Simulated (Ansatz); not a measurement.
Mulliken charges of C2H3ClInN (`[CH3][In]([Cl])[C]#N`) from ωB97M-V/def2-TZVPP in Ansatz (PBE0-D4/def2-TZVP geometry).

```csv
atom,x (Å),y (Å),z (Å),charge (e)
C1,-1.005,-1.102,-0.233,-0.551
In2,0.626,0.144,0.299,0.784
Cl3,2.386,-0.631,1.598,-0.338
C4,0.917,2.177,-0.219,-0.320
N5,1.027,3.282,-0.531,-0.026
H6,-1.908,-0.736,0.257,0.144
H7,-0.800,-2.123,0.085,0.160
H8,-1.151,-1.067,-1.312,0.147
```

Problem. By hand: the dipole of these point charges (1 e Å = 4.8032 D).

Solution. Σ q r = (-0.654, -0.451, -0.236) e Å, of length 0.829 e Å = 3.98 D.

Problem. How does the dipole of the full density compare? (Estimate.)

Solution. Ansatz gave: (-0.639, -0.770, -0.113) e Å, 4.84 D; the point charges give 0.82 times that, at 18° from its direction.

Point charges leave out the atoms' own dipoles, such as those of lone pairs, and Mulliken's split depends on the basis, so the two needn't agree.
